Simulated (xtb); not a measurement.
F5V, triplet, at a GFN2-xTB geometry (such geometries of metal compounds can be far from the true shape) (the multiplicity is a formal guess); GFN1-xTB in xtb.

Input for xtb:
```
$ xtb mol.xyz --gfn 1 --uhf 2 --hess --json

# file mol.xyz
6

V     -0.06288497     0.02380204     0.08181286
F      1.20972327    -0.74300810     1.27915267
F     -1.33188431     0.78924621    -1.12022211
F      0.34042144     1.48956341     0.59064230
F      0.98234230    -0.37181783    -1.27801965
F     -1.03989665    -1.22481113     0.31936948
```

The log (banner, timings and long lists left out):

```
   ID    Z sym.   atoms
    1   23 V      1
    2    9 F      2-6

           -------------------------------------------------
          |                Calculation Setup                |
           -------------------------------------------------

           -------------------------------------------------
          |                 G F N 1 - x T B                 |
           -------------------------------------------------

          ...................................................
          :                      SETUP                      :
          :.................................................:
          :  # basis functions                  30          :
          :  # atomic orbitals                  29          :
          :  # shells                           13          :
          :  # electrons                        40          :
          :  # halogen bonds                     0          :
          :  max. iterations                   250          :
          :  Hamiltonian                  GFN1-xTB          :
          :  restarted?                      false          :
          :  GBSA solvation                  false          :
          :  PC potential                    false          :
          :  electronic temp.          300.0000000     K    :
          :  accuracy                    1.0000000          :
          :  -> integral cutoff          0.2500000E+02      :
          :  -> integral neglect         0.1000000E-07      :
          :  -> SCF convergence          0.1000000E-05 Eh   :
          :  -> wf. convergence          0.2000000E-04 e    :
          :  Broyden damping             0.4000000          :
          :  net charge                          0          :
          :  unpaired electrons                  2          :
          ...................................................

 iter      E             dE          RMSdq      gap      omega  full diag
   1    -25.1015511 -0.251016E+02  0.291E+01    0.45       0.0  T
   2    -21.2979957  0.380356E+01  0.212E+01    0.53       1.0  T
   3    -22.9226486 -0.162465E+01  0.154E+01    0.50       1.0  T
   4    -25.1732521 -0.225060E+01  0.402E+01    0.35       1.0  T
   5    -25.1780673 -0.481515E-02  0.387E+01    0.13       1.0  T
   6    -23.1506332  0.202743E+01  0.215E+01    0.16       1.0  T
   7    -26.7994357 -0.364880E+01  0.463E+00    0.59       1.0  T
   8    -21.4051928  0.539424E+01  0.208E+01    0.52       1.0  T
[...]
         :: total energy             -26.966693200830 Eh    ::
[...]
       7    294.84    -0.43113 ( 99.92%)    -0.53081 (  0.08%)    -0.43122
   ------------------------------------------------------------------------

   temp. (K)  partition function   enthalpy   heat capacity  entropy
                                   cal/mol     cal/K/mol   cal/K/mol   J/K/mol
 298.15  VIB   166.                 3193.952     16.671     20.660
         ROT  0.102E+06              888.752      2.981     25.908
         INT  0.170E+08             4082.704     19.652     46.568
         TR   0.171E+28             1481.254      4.968     40.826
         TOT                        5563.9584    24.6204    87.3946   365.6590

       T/K    H(0)-H(T)+PV         H(T)/Eh          T*S/Eh         G(T)/Eh
   ------------------------------------------------------------------------
    298.15    0.886673E-02    0.148216E-01    0.415240E-01   -0.267024E-01
   ------------------------------------------------------------------------

         :::::::::::::::::::::::::::::::::::::::::::::::::::::
         ::                  THERMODYNAMIC                  ::
         :::::::::::::::::::::::::::::::::::::::::::::::::::::
         :: total free energy         -26.993395573513 Eh   ::
         ::.................................................::
         :: total energy              -26.966693200832 Eh   ::
         :: zero point energy           0.005954883674 Eh   ::
         :: G(RRHO) w/o ZPVE           -0.032657256355 Eh   ::
         :: G(RRHO) contrib.           -0.026702372681 Eh   ::
         :::::::::::::::::::::::::::::::::::::::::::::::::::::
imag cut-off (cm-1) :    5.00
 found            2  significant imaginary frequencies
 writing imag mode distorted coords to xtbhess.xyz
 for further optimization.

           -------------------------------------------------
          | TOTAL ENERGY              -26.966693200832 Eh   |
          | TOTAL ENTHALPY            -26.951871585080 Eh   |
          | TOTAL FREE ENERGY         -26.993395573513 Eh   |
          | GRADIENT NORM               0.016534289431 Eh/α |
          | HOMO-LUMO GAP               0.568914395471 eV   |
           -------------------------------------------------
########################################################################
[WARNING] Runtime exception occurred
-1- hessian_numhess: Hessian on incompletely optimized geometry!
########################################################################

normal termination of xtb
```
